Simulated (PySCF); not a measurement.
# perfluoropropane: calculation against experiment

**Measured values to compare with.**

NIST CCCBDB Release 22 (SRD 101), experimental polarizabilities lists, for the gas: mean polarisability 6.525 Å³.

How close the calculation comes is told at the end.

Perfluoropropane, C3F8.
SMILES with atom numbers: `[F:1][C:2]([F:3])([F:4])[C:5]([F:6])([F:7])[C:8]([F:9])([F:10])[F:11]`

Geometry (GFN2-xTB, Å), atoms numbered from 1 in this order:
```xyz
11
C3F8 angstrom
F      1.1065    1.2012   -1.1677
C      1.2714    0.3110   -0.1959
F      1.4835    0.9691    0.9379
F      2.3524   -0.4048   -0.4685
C      0.0239   -0.6156   -0.0737
F      0.2436   -1.5173    0.8979
F     -0.1353   -1.2891   -1.2252
C     -1.2886    0.1624    0.2452
F     -1.5599    1.0441   -0.7102
F     -2.3104   -0.6755    0.3386
F     -1.1816    0.8172    1.3957
```

The PySCF runs (gas phase, on this GFN2-xTB geometry; no spin–orbit coupling):

| level | job | basis functions | wall time |
| --- | --- | --- | --- |
| CAM-B3LYP/def2-SVPD | 8 singlets by full TDDFT, 3 Tamm–Dancoff triplets, polarisability | 244 | 67 s |

Hardware: x86-64 server, one thread, on a shared host.

**Comparison with experiment**

**Mean polarisability.** Measured: 6.525 Å³ (NIST CCCBDB Release 22 (SRD 101), experimental polarizabilities).

| level | computed (Å³) | computed − measured (Å³) | % (from the printed values) |
| --- | --- | --- | --- |
| CAM-B3LYP/def2-SVPD | 6.613 | +0.088 | +1 |

The computed values are static and purely electronic, with core orbitals frozen in the response (1 au = 0.148185 Å³). The table of measured values doesn't say here whether a value is static or optical, or holds a vibrational part.

The geometry is computed, not the measured one. Where a level misses, the cause wasn't examined.
